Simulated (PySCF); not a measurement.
Compound: C7H10F2.
Cartesian coordinates in Å at the GFN2-xTB level; atoms count from 1:
```
atom  x, y, z in Å
C1    -2.030    1.043   -0.018
C2    -1.730   -0.300   -0.669
C3    -0.776   -1.144    0.188
C4     0.557   -0.512    0.297
C5     1.287    0.002    1.292
C6     2.417    0.375    0.376
F7     3.613   -0.232    0.596
F8     2.706    1.700    0.266
C9     1.580   -0.215   -0.782
H10   -1.113    1.605    0.142
H11   -2.513    0.898    0.946
H12   -2.692    1.632   -0.648
H13   -2.660   -0.855   -0.808
H14   -1.287   -0.143   -1.654
H15   -0.660   -2.128   -0.275
H16   -1.197   -1.276    1.186
H17    1.165    0.122    2.350
H18    1.290    0.518   -1.533
H19    2.035   -1.081   -1.258
```

NICS = −σ at a ghost point: NICS(0) at the centroid of the ring atoms, NICS(1) 1 Å to either side along the normal of their mean plane, zz for the tensor component along that normal. Level: GIAO PBE0/pcSseg-1 (PySCF, non-relativistic, gas phase) on the GFN2-xTB geometry, one conformer.

Ring bond lengths (Å), with Mayer bond orders in brackets: C4–C5 1.337 (1.73), C5–C6 1.502 (0.99), C6–C9 1.546 (1.00), C9–C4 1.516 (1.04).

**Question.** What do the NICS probes read (ppm)?

**Answer.** 
```
       ring                                                    type  NICS(0)  NICS(1), two faces  NICS(1)zz, two faces  rms pucker (Å)  centre to ring atoms, mean (Å)
C4–C5–C6–C9  4-membered carbocycle; formal bonds 1 double, 3 single     -0.2         -2.8 / -2.5             1.8 / 1.5            0.00                            1.04
```

**Question.** What can be read from them?

**Answer.** 
- C4–C5–C6–C9: mean NICS(1)zz 1.6 ppm, near zero. C6, C9 have four or more neighbours, so the value isn't read as a sign of a π ring current.
